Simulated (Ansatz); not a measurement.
`CO[SiH2]BO` and `CO[SiH2][AlH2]` differ in one atom or group.

Ansatz, PBE0-D4/def2-TZVP geometries, multiplicity 1. Each molecule was computed in one conformer, which needn't be the lowest.

```
                                          property  `CO[SiH2]BO`
             HOMO–LUMO gap (B3LYP/def2-TZVPP) / eV          6.38
              HOMO–LUMO gap (PBE0/def2-TZVPP) / eV          6.76
size of the dipole moment (ωB97M-V/def2-TZVPP) / D          2.10
           HOMO–LUMO gap (ωB97M-V/def2-TZVPP) / eV         10.92
               HOMO energy (B3LYP/def2-TZVPP) / eV         -7.56
                HOMO energy (PBE0/def2-TZVPP) / eV         -7.75
```

Problem. Give the same properties after the change, and the shifts. (Best estimate.)

Solution. Computed: 
```tsv
property	`CO[SiH2][AlH2]`	shift
HOMO–LUMO gap (B3LYP/def2-TZVPP) / eV	5.03	-1.35
HOMO–LUMO gap (PBE0/def2-TZVPP) / eV	5.40	-1.36
size of the dipole moment (ωB97M-V/def2-TZVPP) / D	0.79	-1.31
HOMO–LUMO gap (ωB97M-V/def2-TZVPP) / eV	9.05	-1.87
HOMO energy (B3LYP/def2-TZVPP) / eV	-7.24	0.32
HOMO energy (PBE0/def2-TZVPP) / eV	-7.43	0.32
```

With PBE0 the HOMO rises by 0.32 eV and the LUMO falls by 1.04 eV, so the gap narrows by about 1.36 eV. PBE moves the HOMO by 0.14 eV and ωB97M-V by 0.50 eV. Dipoles are sizes alone; their direction can turn.

B3LYP here is the variant with VWN-RPA as its local correlation; programs differ in this.
